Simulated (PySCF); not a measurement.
Ti(F)(SH)3 (FH₃S₃Ti), SMILES [SH][Ti]([F])([SH])[SH], multiplicity 1. Geometry: PBE-D3(BJ)/def2-SVP. The spin state was assumed, not searched. The structure was generated by enumeration; whether it is a known compound was not checked. The values are those of a single conformer.

Computed equilibrium geometry at PBE-D3(BJ)/def2-SVP (PySCF confirms it by a frequency run) as a Z-matrix (one conformer of several):
```
Ti
F 1 1.7468
S 1 2.2745 2 113.60
H 3 1.3696 1 89.34 2 -45.76
S 1 2.2812 2 112.04 4 140.98
H 5 1.3674 1 87.05 2 152.32
S 1 2.2874 2 112.02 4 -95.19
H 7 1.3697 1 89.75 2 -43.03
```
Charge 0, spin multiplicity 1.
